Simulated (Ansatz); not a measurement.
Species: [Hf(Cl)2(NH2)2] (charge 0, multiplicity 1).

Problem. Give a relaxed geometry from PBE-D3(BJ)/def2-SVP run with Ansatz (a quantum-chemistry and plane-wave program).

Solution. This is not unique; one that fits is the end point of this relaxation, one of several conformers.
Z-matrix (Å, degrees):
```
Hf
N 1 2.0188
H 2 1.0274 1 125.60
H 2 1.0275 3 108.45 1 174.21
N 1 2.0232 2 104.50 3 -92.69
H 5 1.0251 1 128.11 2 -0.40
H 5 1.0282 6 108.41 1 179.97
Cl 1 2.3796 2 110.22 3 151.06
Cl 1 2.3798 2 110.38 3 23.51
```
